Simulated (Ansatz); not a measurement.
Ansatz (an electronic-structure program) input (B3LYP-D3(BJ)/def2-TZVP):

Ansatz 0.2 input:
```yaml
crystal:
  periodic: [false, false, false]
  atoms:
    - {symbol: Si, position_ang: [-0.16736976, 0.32984247, 0.34654630]}
    - {symbol: N, position_ang: [-0.33691076, 1.70392762, -0.61164625]}
    - {symbol: N, position_ang: [-1.07411325, -1.08448681, -0.09677568]}
    - {symbol: N, position_ang: [1.47550263, -0.26882618, 0.36973055]}
    - {symbol: H, position_ang: [-0.50473473, 0.64059257, 1.73527849]}
    - {symbol: H, position_ang: [-0.96406840, 1.78640254, -1.39474214]}
    - {symbol: H, position_ang: [-0.61351562, -1.88820591, -0.48519149]}
    - {symbol: H, position_ang: [-2.01926094, -1.00262794, -0.42607379]}
    - {symbol: H, position_ang: [2.08549901, 0.17270479, 1.03795623]}
    - {symbol: H, position_ang: [1.94813408, -0.29983415, -0.52082488]}
basis:
  gaussian:
    orbitals: def2-TZVP
hamiltonian:
  xc: b3lyp
  dispersion: d3bj
magnetization: {spin_polarized: true, initial_magnetization: 1}
relax: {f_tol: 0.002, max_steps: 150}
```

Output:

```
Functional definition: B3LYP
integrals: 0.07 GiB planned
990 factors; their error is unknown
0.23 GiB of the device are held for the grids
0.86 GiB of device memory are held for the factors and their scratch space
mean field: 0.77 GiB planned
mean field evaluation 1: about -12432.2076 eV, gradient 6.7e1 eV
mean field evaluation 2: about -12410.9677 eV, gradient 9.2e1 eV
mean field evaluation 4: about -12448.1230 eV, gradient 9.5e0 eV
mean field evaluation 8: about -12448.5363 eV, gradient 3.1e-1 eV
mean field evaluation 16: about -12448.5644 eV, gradient 2.9e-3 eV
mean field evaluation 32: about -12448.5469 eV, gradient 2.0e0 eV
mean field -12448.56436963 eV, -457.4763026440 hartree, gradient 1.0e-5 eV, S^2 0.754132; 2 other end points of the search recorded, 0 dependent functions left out
the calculation of the forces begins
reference -12448.56461882 eV, -457.4763118016 hartree; 21, 20 occupied and 145, 146 virtual orbitals, 990 factors
relax step   1: F+E_penalty+E_count = -12448.90181559 eV  Δ(F+E_penalty+E_count) = +0.000e0 eV  max|allowed force component| = 2.544e0 eV/Å  Δτ_max = 0.0000 Å  (65 SCF iters, accepted)
these checks for a lower state are left out or cut short: starts, cluster_reference, orbital_swaps, neighbouring_geometries, increment
integrals: 0.07 GiB planned
990 factors; their error is unknown
0.23 GiB of the device are held for the grids
0.86 GiB of device memory are held for the factors and their scratch space
mean field: 0.77 GiB planned
mean field -12448.66255968 eV, -457.4799110616 hartree, gradient 8.0e-6 eV, S^2 0.754061; 0 other end points of the search recorded, 0 dependent functions left out
the calculation of the forces begins
reference -12448.66280890 eV, -457.4799202202 hartree; 21, 20 occupied and 145, 146 virtual orbitals, 990 factors
relax step   2: F+E_penalty+E_count = -12448.99858329 eV  Δ(F+E_penalty+E_count) = -9.677e-2 eV  max|allowed force component| = 1.440e0 eV/Å  Δτ_max = 0.0530 Å  (46 SCF iters, accepted)
these checks for a lower state are left out or cut short: starts, cluster_reference, orbital_swaps, neighbouring_geometries, increment
integrals: 0.07 GiB planned
990 factors; their error is unknown
0.23 GiB of the device are held for the grids
0.86 GiB of device memory are held for the factors and their scratch space
mean field: 0.77 GiB planned
mean field -12448.71014611 eV, -457.4816598307 hartree, gradient 2.9e-5 eV, S^2 0.753897; 0 other end points of the search recorded, 0 dependent functions left out
the calculation of the forces begins
reference -12448.71039489 eV, -457.4816689732 hartree; 21, 20 occupied and 145, 146 virtual orbitals, 990 factors
relax step   3: F+E_penalty+E_count = -12449.04607974 eV  Δ(F+E_penalty+E_count) = -4.750e-2 eV  max|allowed force component| = 2.870e-1 eV/Å  Δτ_max = 0.0889 Å  (43 SCF iters, accepted)
these checks for a lower state are left out or cut short: starts, cluster_reference, orbital_swaps, neighbouring_geometries, increment
integrals: 0.07 GiB planned
990 factors; their error is unknown
0.23 GiB of the device are held for the grids
0.86 GiB of device memory are held for the factors and their scratch space
mean field: 0.77 GiB planned
mean field -12448.72564124 eV, -457.4822292664 hartree, gradient 4.6e-5 eV, S^2 0.753658; 0 other end points of the search recorded, 0 dependent functions left out
the calculation of the forces begins
reference -12448.72588958 eV, -457.4822383925 hartree; 21, 20 occupied and 145, 146 virtual orbitals, 990 factors
relax step   4: F+E_penalty+E_count = -12449.06240871 eV  Δ(F+E_penalty+E_count) = -1.633e-2 eV  max|allowed force component| = 4.703e-1 eV/Å  Δτ_max = 0.1957 Å  (43 SCF iters, accepted)
these checks for a lower state are left out or cut short: starts, cluster_reference, orbital_swaps, neighbouring_geometries, increment
integrals: 0.07 GiB planned
990 factors; their error is unknown
[...]
these checks for a lower state are left out or cut short: starts, cluster_reference, orbital_swaps, neighbouring_geometries, increment
integrals: 0.07 GiB planned
990 factors; their error is unknown
0.23 GiB of the device are held for the grids
0.86 GiB of device memory are held for the factors and their scratch space
mean field: 0.77 GiB planned
mean field -12448.79646917 eV, -457.4848321448 hartree, gradient 1.1e-5 eV, S^2 0.753977; 0 other end points of the search recorded, 0 dependent functions left out
the calculation of the forces begins
reference -12448.79671759 eV, -457.4848412740 hartree; 21, 20 occupied and 145, 146 virtual orbitals, 990 factors
relax step   9: F+E_penalty+E_count = -12449.13398946 eV  Δ(F+E_penalty+E_count) = -1.698e-3 eV  max|allowed force component| = 4.161e-1 eV/Å  Δτ_max = 0.0880 Å  (43 SCF iters, accepted)
these checks for a lower state are left out or cut short: starts, cluster_reference, orbital_swaps, neighbouring_geometries, increment
integrals: 0.07 GiB planned
990 factors; their error is unknown
0.23 GiB of the device are held for the grids
0.86 GiB of device memory are held for the factors and their scratch space
mean field: 0.77 GiB planned
mean field -12448.80024362 eV, -457.4849708532 hartree, gradient 5.4e-5 eV, S^2 0.754023; 0 other end points of the search recorded, 0 dependent functions left out
the calculation of the forces begins
reference -12448.80049149 eV, -457.4849799621 hartree; 21, 20 occupied and 145, 146 virtual orbitals, 990 factors
relax step  10: F+E_penalty+E_count = -12449.13794425 eV  Δ(F+E_penalty+E_count) = -3.955e-3 eV  max|allowed force component| = 2.618e-2 eV/Å  Δτ_max = 0.0592 Å  (40 SCF iters, accepted)
these checks for a lower state are left out or cut short: starts, cluster_reference, orbital_swaps, neighbouring_geometries, increment
integrals: 0.07 GiB planned
990 factors; their error is unknown
0.23 GiB of the device are held for the grids
0.86 GiB of device memory are held for the factors and their scratch space
mean field: 0.77 GiB planned
mean field -12448.79899306 eV, -457.4849248960 hartree, gradient 4.6e-5 eV, S^2 0.754002; 0 other end points of the search recorded, 0 dependent functions left out
the calculation of the forces begins
reference -12448.79924094 eV, -457.4849340055 hartree; 21, 20 occupied and 145, 146 virtual orbitals, 990 factors
relax step  11: F+E_penalty+E_count = -12449.13633746 eV  Δ(F+E_penalty+E_count) = +1.607e-3 eV  max|allowed force component| = 1.036e-1 eV/Å  Δτ_max = 0.0495 Å  (41 SCF iters, rejected (line search))
these checks for a lower state are left out or cut short: starts, cluster_reference, orbital_swaps, neighbouring_geometries, increment
integrals: 0.07 GiB planned
990 factors; their error is unknown
0.23 GiB of the device are held for the grids
0.86 GiB of device memory are held for the factors and their scratch space
mean field: 0.77 GiB planned
mean field evaluation 128: about -12448.8004 eV, gradient 3.0e-3 eV
mean field -12448.80043735 eV, -457.4849779725 hartree, gradient 8.2e-6 eV, S^2 0.754000; 0 other end points of the search recorded, 0 dependent functions left out
the calculation of the forces begins
reference -12448.80068517 eV, -457.4849870798 hartree; 21, 20 occupied and 145, 146 virtual orbitals, 990 factors
relax step  12: F+E_penalty+E_count = -12449.13781593 eV  Δ(F+E_penalty+E_count) = +1.283e-4 eV  max|allowed force component| = 1.127e-1 eV/Å  Δτ_max = 0.0248 Å  (41 SCF iters, rejected (line search))
these checks for a lower state are left out or cut short: starts, cluster_reference, orbital_swaps, neighbouring_geometries, increment
integrals: 0.07 GiB planned
990 factors; their error is unknown
0.23 GiB of the device are held for the grids
0.86 GiB of device memory are held for the factors and their scratch space
mean field: 0.77 GiB planned
mean field -12448.80070443 eV, -457.4849877876 hartree, gradient 1.9e-5 eV, S^2 0.754014; 0 other end points of the search recorded, 0 dependent functions left out
the calculation of the forces begins
reference -12448.80095223 eV, -457.4849968942 hartree; 21, 20 occupied and 145, 146 virtual orbitals, 990 factors
relax step  13: F+E_penalty+E_count = -12449.13835709 eV  Δ(F+E_penalty+E_count) = -4.128e-4 eV  max|allowed force component| = 1.029e-2 eV/Å  Δτ_max = 0.0121 Å  (42 SCF iters, accepted)
these checks for a lower state are left out or cut short: starts, cluster_reference, orbital_swaps, neighbouring_geometries, increment
integrals: 0.07 GiB planned
990 factors; their error is unknown
0.23 GiB of the device are held for the grids
0.86 GiB of device memory are held for the factors and their scratch space
mean field: 0.77 GiB planned
mean field -12448.80083282 eV, -457.4849925060 hartree, gradient 2.3e-5 eV, S^2 0.754010; 0 other end points of the search recorded, 0 dependent functions left out
the calculation of the forces begins
reference -12448.80108059 eV, -457.4850016112 hartree; 21, 20 occupied and 145, 146 virtual orbitals, 990 factors
relax step  14: F+E_penalty+E_count = -12449.13843778 eV  Δ(F+E_penalty+E_count) = -8.069e-5 eV  max|allowed force component| = 1.719e-2 eV/Å  Δτ_max = 0.0136 Å  (40 SCF iters, accepted)
these checks for a lower state are left out or cut short: starts, cluster_reference, orbital_swaps, neighbouring_geometries, increment
integrals: 0.07 GiB planned
990 factors; their error is unknown
0.23 GiB of the device are held for the grids
0.86 GiB of device memory are held for the factors and their scratch space
mean field: 0.77 GiB planned
mean field -12448.80084105 eV, -457.4849928082 hartree, gradient 1.5e-5 eV, S^2 0.754007; 0 other end points of the search recorded, 0 dependent functions left out
the calculation of the forces begins
reference -12448.80108880 eV, -457.4850019129 hartree; 21, 20 occupied and 145, 146 virtual orbitals, 990 factors
relax step  15: F+E_penalty+E_count = -12449.13845856 eV  Δ(F+E_penalty+E_count) = -2.078e-5 eV  max|allowed force component| = 6.281e-3 eV/Å  Δτ_max = 0.0061 Å  (42 SCF iters, accepted)
these checks for a lower state are left out or cut short: starts, cluster_reference, orbital_swaps, neighbouring_geometries, increment
integrals: 0.07 GiB planned
990 factors; their error is unknown
0.23 GiB of the device are held for the grids
0.86 GiB of device memory are held for the factors and their scratch space
mean field: 0.77 GiB planned
mean field -12448.80087017 eV, -457.4849938785 hartree, gradient 1.5e-5 eV, S^2 0.754009; 0 other end points of the search recorded, 0 dependent functions left out
the calculation of the forces begins
reference -12448.80111792 eV, -457.4850029832 hartree; 21, 20 occupied and 145, 146 virtual orbitals, 990 factors
relax step  16: F+E_penalty+E_count = -12449.13846540 eV  Δ(F+E_penalty+E_count) = -6.841e-6 eV  max|allowed force component| = 2.785e-3 eV/Å  Δτ_max = 0.0039 Å  (35 SCF iters, accepted)
these checks for a lower state are left out or cut short: starts, cluster_reference, orbital_swaps, neighbouring_geometries, increment
integrals: 0.07 GiB planned
990 factors; their error is unknown
0.23 GiB of the device are held for the grids
0.86 GiB of device memory are held for the factors and their scratch space
mean field: 0.77 GiB planned
mean field evaluation 160: about -12448.8009 eV, gradient 2.6e-5 eV
mean field -12448.80087432 eV, -457.4849940308 hartree, gradient 1.8e-5 eV, S^2 0.754009; 0 other end points of the search recorded, 0 dependent functions left out
the calculation of the forces begins
reference -12448.80112207 eV, -457.4850031358 hartree; 21, 20 occupied and 145, 146 virtual orbitals, 990 factors
relax step  17: F+E_penalty+E_count = -12449.13846628 eV  Δ(F+E_penalty+E_count) = -8.786e-7 eV  max|allowed force component| = 8.514e-4 eV/Å  Δτ_max = 0.0009 Å  (30 SCF iters, accepted)
integrals: 0.07 GiB planned
990 factors; their error is unknown
0.23 GiB of the device are held for the grids
0.86 GiB of device memory are held for the factors and their scratch space
mean field: 0.77 GiB planned
mean field evaluation 192: about -12448.7929 eV, gradient 1.3e0 eV
mean field -12448.80087432 eV, -457.4849940308 hartree, gradient 1.7e-5 eV, S^2 0.754009; 3 other end points of the search recorded, 0 dependent functions left out
the calculation of the forces begins
reference -12448.80112207 eV, -457.4850031358 hartree; 21, 20 occupied and 145, 146 virtual orbitals, 990 factors
Total energy: -12449.13871403 eV, -457.4974094114 hartree
Atom 0 at    -0.176248     0.247120     0.399239 Å, force     0.000805    -0.000130    -0.000794 eV/Å
Atom 1 at    -0.561316     1.754148    -0.405896 Å, force    -0.000189     0.000403     0.000106 eV/Å
Atom 2 at    -1.017391    -1.051995    -0.349510 Å, force    -0.000851     0.000315     0.000327 eV/Å
Atom 3 at     1.501420    -0.108851     0.296864 Å, force    -0.000347    -0.000210    -0.000208 eV/Å
Atom 4 at    -0.445671     0.464842     1.837273 Å, force     0.000050    -0.000267     0.000729 eV/Å
Atom 5 at    -0.690361     1.666239    -1.417454 Å, force     0.000190    -0.000179    -0.000342 eV/Å
Atom 6 at    -0.919644    -1.991379     0.006118 Å, force     0.000280     0.000032    -0.000137 eV/Å
Atom 7 at    -1.938885    -0.905550    -0.731309 Å, force     0.000722    -0.000074     0.000176 eV/Å
Atom 8 at     2.156623     0.348736     0.911747 Å, force    -0.000586     0.000078    -0.000033 eV/Å
Atom 9 at     1.920634    -0.333820    -0.592815 Å, force    -0.000074     0.000033     0.000176 eV/Å
Dipole moment:     0.065861    -0.368340    -0.216865 e Å
```

It need not be the lowest isomer of its formula.
